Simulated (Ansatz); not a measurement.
Species: CH$_{5}$BNO (charge 0, doublet). It need not be the lowest isomer of its formula. 
Coordinates optimised at B3LYP-D3(BJ)/def2-TZVP (Ansatz, a program for electronic structure):
```xyz
9

C     -1.4016     0.4122    -0.2224
O     -0.6209    -0.5076     0.5459
B      0.7220    -0.5658     0.4446
N      1.5494     0.2088    -0.3745
H     -2.4456     0.2586     0.0420
H     -1.2745     0.2310    -1.2930
H     -1.1239     1.4445     0.0065
H      1.2186     0.9261    -1.0059
H      2.5470     0.0947    -0.3836
```
Charge 0, spin multiplicity 2.

Quantity: atomisation energy (electronic, to ground-state atoms), in kcal/mol. Correlated levels leave the core frozen unless marked. Open shells are spin-unrestricted. No spin-orbit coupling. Non-relativistic. The coupled-cluster limit lacks core correlation, which all-electron functionals hold. CBS marks a two-point X^-3 extrapolation of the correlation energy; Hartree-Fock from the larger set.

| level | program | atomisation energy (kcal/mol) | minus last row |
|---|---|---|---|
| PBE-D4/def2-TZVPD | Ansatz + dftd4 | 839.3 | 26.9 |
| BLYP/def2-TZVPD | Ansatz | 815.6 | 3.2 |
| revPBE-D3(BJ)/def2-TZVPD | Ansatz + dftd3 | 814.1 | 1.7 |
| r2SCAN-D4/def2-TZVPD | Ansatz + dftd4 | 820.8 | 8.4 |
| r2SCANh-D4/def2-TZVPD | Ansatz + dftd4 | 814.6 | 2.2 |
| B2PLYP/def2-TZVPD | Ansatz | 807.9 | -4.5 |
| MP2/cc-pVTZ | Ansatz | 806.8 | -5.6 |
| SCS-MP2/cc-pVQZ | Ansatz | 818.2 | 5.8 |
| CCSD(T)/STO-3G | Ansatz | 771.1 | -41.3 |
| CCSD(T)/CBS(cc-pVTZ,cc-pVQZ) | Ansatz | 812.4 | 0.0 |
